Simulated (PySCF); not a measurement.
trifluoromethoxyethane (C₃H₅F₃O), SMILES O(C(F)(F)F)CC. Atoms are numbered in the order given.

```xyz
12

C      2.7178     0.1103    -0.5870
C      1.2330     0.1076    -0.8769
O      0.5440    -0.0422     0.3747
C     -0.7924    -0.0475     0.3219
F     -1.2900     1.0953    -0.1842
F     -1.2713    -1.0437    -0.4445
F     -1.2663    -0.2006     1.5502
H      3.0198    -0.8315    -0.1051
H      3.2819     0.2212    -1.5253
H      2.9803     0.9440     0.0812
H      0.9126     1.0503    -1.3498
H      0.9526    -0.7271    -1.5399
```

Geometry: ωB97X-D3(BJ)/def2-SVP. The values are those of a single conformer.

Vertical ionisation energy (IE) and electron affinity (EA) in eV. Rows of orbital energies are one-electron estimates. Where ΔSCF, EOM or ADC give a negative EA the extra electron is unbound and the value depends on the basis.

| level | IE | EA |
|---|---|---|
| −ε(HOMO), −ε(LUMO), B3LYP/def2-TZVP (PySCF) | 8.99 | -0.81 |
| −ε(HOMO), −ε(LUMO), PBE/def2-TZVP (PySCF) | 7.51 | -0.39 |
